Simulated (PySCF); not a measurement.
H3B3Cl3N3 (SMILES ClB1NB(Cl)NB(Cl)N1), singlet, at a GFN2-xTB geometry; MP2/6-31G (PySCF).

Input for PySCF:
```python
from pyscf import gto, scf, mp

mol = gto.Mole()
mol.atom = '''
    Cl   -1.64657899   -2.57122596   -0.80160105
    B    -0.74801581   -1.16806888   -0.36415518
    N    -1.39762621    0.07263285   -0.12954413
    B    -0.67801320    1.24217779    0.23197843
    Cl   -1.49248487    2.73435911    0.51064538
    N     0.73311727    1.14480397    0.35690215
    B     1.42602901   -0.07410891    0.13217674
    Cl    3.13906386   -0.16313315    0.29095568
    N     0.66450893   -1.21743683   -0.22735802
    H    -2.40215759    0.12483707   -0.22265281
    H     1.26003878    1.96762163    0.61342239
    H     1.14211880   -2.09245870   -0.39076958
'''
mol.basis = '6-31g'
mol.verbose = 4
mol.build()

mf = scf.RHF(mol)
mf.kernel()

pt = mp.MP2(mf, frozen=21)
pt.kernel()
print('E(MP2) = %.10f' % pt.e_tot)
mf.analyze()
```

Q: Predict the main parts of the log of this PySCF run.

A: 
```
PySCF version 2.14.0

[INPUT] verbose = 4
[INPUT] num. atoms = 12
[INPUT] num. electrons = 90
[INPUT] charge = 0
[INPUT] spin (= nelec alpha-beta = 2S) = 0
[INPUT] symmetry False subgroup None
[INPUT] Mole.unit = angstrom
[INPUT] Symbol           X                Y                Z      unit          X                Y                Z       unit  Magmom
[INPUT]  1 Cl    -1.646578990000  -2.571225960000  -0.801601050000 AA   -3.111583333563  -4.858912868772  -1.514806445664 Bohr   0.0
[INPUT]  2 B     -0.748015810000  -1.168068880000  -0.364155180000 AA   -1.413545017745  -2.207330277827  -0.688153557042 Bohr   0.0
[INPUT]  3 N     -1.397626210000   0.072632850000  -0.129544130000 AA   -2.641130761414   0.137256194147  -0.244802926745 Bohr   0.0
[INPUT]  4 B     -0.678013200000   1.242177790000   0.231978430000 AA   -1.281259256840   2.347375821117   0.438375699507 Bohr   0.0
[INPUT]  5 Cl    -1.492484870000   2.734359110000   0.510645380000 AA   -2.820387649357   5.167189844109   0.964979914974 Bohr   0.0
[INPUT]  6 N      0.733117270000   1.144803970000   0.356902150000 AA    1.385390857489   2.163365969615   0.674447316768 Bohr   0.0
[INPUT]  7 B      1.426029010000  -0.074108910000   0.132176740000 AA    2.694804274585  -0.140045543290   0.249777838638 Bohr   0.0
[INPUT]  8 Cl     3.139063860000  -0.163133150000   0.290955680000 AA    5.931970982920  -0.308276975338   0.549826549587 Bohr   0.0
[INPUT]  9 N      0.664508930000  -1.217436830000  -0.227358020000 AA    1.255739885028  -2.300622182659  -0.429644390023 Bohr   0.0
[INPUT] 10 H     -2.402157590000   0.124837070000  -0.222652810000 AA   -4.539419953145   0.235907872493  -0.420752831765 Bohr   0.0
[INPUT] 11 H      1.260038780000   1.967621630000   0.613422390000 AA    2.381128200531   3.718265997470   1.159200315776 Bohr   0.0
[INPUT] 12 H      1.142118800000  -2.092458700000  -0.390769580000 AA    2.158291733717  -3.954173869963  -0.738447484011 Bohr   0.0

nuclear repulsion = 605.032531611574
number of shells = 57
number of NR pGTOs = 282
number of NR cGTOs = 99
basis = 6-31g
ecp = {}

******** <class 'pyscf.scf.hf.RHF'> ********
method = RHF
initial guess = minao
damping factor = 0
level_shift factor = 0
DIIS = <class 'pyscf.scf.diis.CDIIS'>
diis_start_cycle = 1
diis_space = 8
diis_damp = 0
SCF conv_tol = 1e-09
SCF conv_tol_grad = None
SCF max_cycles = 50
direct_scf = True
direct_scf_tol = 1e-13
Set gradient conv threshold to 3.16228e-05
Initial guess from minao.
init E= -1620.39995318913
  HOMO = -0.320662600236167  LUMO = 0.114851807051038  gap/eV = 11.85095
cycle= 1 E= -1617.75603280456  delta_E= 2.64  |g|= 0.527  |ddm|=  3.7
  HOMO = -0.451296142811196  LUMO = 0.10914833255406  gap/eV = 15.25047
cycle= 2 E= -1617.85508213737  delta_E= -0.099  |g|= 0.145  |ddm|= 1.34
  HOMO = -0.436614415343641  LUMO = 0.15442608291255  gap/eV = 16.08303
cycle= 3 E= -1617.86228853663  delta_E= -0.00721  |g|= 0.0394  |ddm|= 0.292
  HOMO = -0.436692305290056  LUMO = 0.151495755073506  gap/eV = 16.00541
cycle= 4 E= -1617.86294227135  delta_E= -0.000654  |g|= 0.00483  |ddm|= 0.104
  HOMO = -0.437132348580565  LUMO = 0.150958472559086  gap/eV = 16.00277
cycle= 5 E= -1617.86295601153  delta_E= -1.37e-05  |g|= 0.00156  |ddm|= 0.016
  HOMO = -0.437227059293017  LUMO = 0.150986633875015  gap/eV = 16.00611
cycle= 6 E= -1617.86295708912  delta_E= -1.08e-06  |g|= 0.000538  |ddm|= 0.00393
  HOMO = -0.437086779367355  LUMO = 0.151115517245989  gap/eV = 16.00580
cycle= 7 E= -1617.86295724305  delta_E= -1.54e-07  |g|= 0.000154  |ddm|= 0.00133
  HOMO = -0.437107290545013  LUMO = 0.151096304043913  gap/eV = 16.00584
cycle= 8 E= -1617.8629572575  delta_E= -1.44e-08  |g|= 2.66e-05  |ddm|= 0.00044
  HOMO = -0.437102993370363  LUMO = 0.151099358136475  gap/eV = 16.00580
cycle= 9 E= -1617.86295725805  delta_E= -5.58e-10  |g|= 5.78e-06  |ddm|= 8.06e-05
  HOMO = -0.437103241958683  LUMO = 0.151098779494529  gap/eV = 16.00579
Extra cycle  E= -1617.86295725807  delta_E= -1.14e-11  |g|= 2.44e-06  |ddm|= 9.52e-06
converged SCF energy = -1617.86295725807

******** <class 'pyscf.mp.mp2.RMP2'> ********
nocc = 24, nmo = 78
frozen orbitals 21
E(RMP2) = -1618.43980223495  E_corr = -0.576844976885204
E(SCS-RMP2) = -1618.4255994607  E_corr = -0.562642202633005
E_corr(same-spin) = -0.149505888033737
E_corr(oppo-spin) = -0.427339088851466
E(MP2) = -1618.4398022350
**** SCF Summaries ****
Total Energy =                       -1617.862957258065762
Nuclear Repulsion Energy =             605.032531611573745
One-electron Energy =                -3434.477603840655320
Two-electron Energy =                 1211.582114971015926
Two-electron Coulomb Energy =         1327.264911426674416
DFT Exchange-Correlation Energy =     -115.682796455658490
HOMO-LUMO gap [eV] =                    16.005792263507669
**** MO energy ****
MO #1   energy= -104.816894179631  occ= 2
MO #2   energy= -104.816894178762  occ= 2
MO #3   energy= -104.816891161123  occ= 2
MO #4   energy= -15.5827448530827  occ= 2
MO #5   energy= -15.5827448524982  occ= 2
MO #6   energy= -15.5827102289146  occ= 2
MO #7   energy= -10.5627170790845  occ= 2
MO #8   energy= -10.5627170782039  occ= 2
MO #9   energy= -10.5627152967424  occ= 2
MO #10  energy= -8.0311490095411   occ= 2
MO #11  energy= -8.03114900865913  occ= 2
MO #12  energy= -8.03114700046444  occ= 2
MO #13  energy= -8.02736311442024  occ= 2
MO #14  energy= -8.02736311354417  occ= 2
MO #15  energy= -8.02736191669728  occ= 2
MO #16  energy= -8.02723676629884  occ= 2
MO #17  energy= -8.0272367654242   occ= 2
MO #18  energy= -8.02723478058171  occ= 2
MO #19  energy= -7.70465546571754  occ= 2
MO #20  energy= -7.70465153696879  occ= 2
MO #21  energy= -7.70465153627576  occ= 2
MO #22  energy= -1.2648431118277   occ= 2
MO #23  energy= -1.19301548264042  occ= 2
MO #24  energy= -1.19301548255679  occ= 2
MO #25  energy= -1.12632494771969  occ= 2
MO #26  energy= -1.12632494655593  occ= 2
MO #27  energy= -1.11988780292936  occ= 2
MO #28  energy= -0.789877255386182 occ= 2
MO #29  energy= -0.767985970022015 occ= 2
MO #30  energy= -0.767985968577629 occ= 2
MO #31  energy= -0.693217324432259 occ= 2
MO #32  energy= -0.646823138271907 occ= 2
MO #33  energy= -0.646823136715912 occ= 2
MO #34  energy= -0.599204831951945 occ= 2
MO #35  energy= -0.591855182665836 occ= 2
MO #36  energy= -0.546033856818899 occ= 2
MO #37  energy= -0.546033855114758 occ= 2
MO #38  energy= -0.51280557264674  occ= 2
MO #39  energy= -0.512805572423037 occ= 2
MO #40  energy= -0.477978299395889 occ= 2
MO #41  energy= -0.477978298851587 occ= 2
MO #42  energy= -0.461788520439122 occ= 2
MO #43  energy= -0.461647396430138 occ= 2
MO #44  energy= -0.437103242080279 occ= 2
MO #45  energy= -0.437103241958683 occ= 2
MO #46  energy= 0.151098779494529  occ= 0
MO #47  energy= 0.151098780863653  occ= 0
MO #48  energy= 0.200803070728518  occ= 0
MO #49  energy= 0.245937673061998  occ= 0
MO #50  energy= 0.253507427124499  occ= 0
MO #51  energy= 0.25350742858858   occ= 0
MO #52  energy= 0.265049359492122  occ= 0
MO #53  energy= 0.293550133714297  occ= 0
 ** Mulliken pop on meta-lowdin orthogonal AOs  **
 ** Mulliken pop  **
 ** Mulliken atomic charges  **
charge of    0Cl =     -0.12184
charge of    1B =      0.26957
charge of    2N =     -0.39989
charge of    3B =      0.26957
charge of    4Cl =     -0.12184
charge of    5N =     -0.39989
charge of    6B =      0.26957
charge of    7Cl =     -0.12184
charge of    8N =     -0.39989
charge of    9H =      0.25216
charge of   10H =      0.25216
charge of   11H =      0.25216
Dipole moment(X, Y, Z, Debye):  0.00000,  0.00000, -0.00000
```
